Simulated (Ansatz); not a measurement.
Harmonic frequencies (cm⁻¹) at PBE0-D4/def2-TZVP from Ansatz: 45, 91, 93, 156, 213, 282, 362, 489, 608, 747, 786, 803, 825, 890, 938, 948, 1153, 1182, 1205, 1215, 1480, 1495, 1498, 2218, 2278, 2596, 2697, 3022, 3088, 3132.

Each molecule was computed in one conformer, which needn't be the lowest.

Which molecule is it?
A. `CSB[SiH2]O`
B. `OBCS[SiH3]`
C. `BS[SiH2]OC`
D. `C[SiH]([AlH2])[GaH2]`

C.
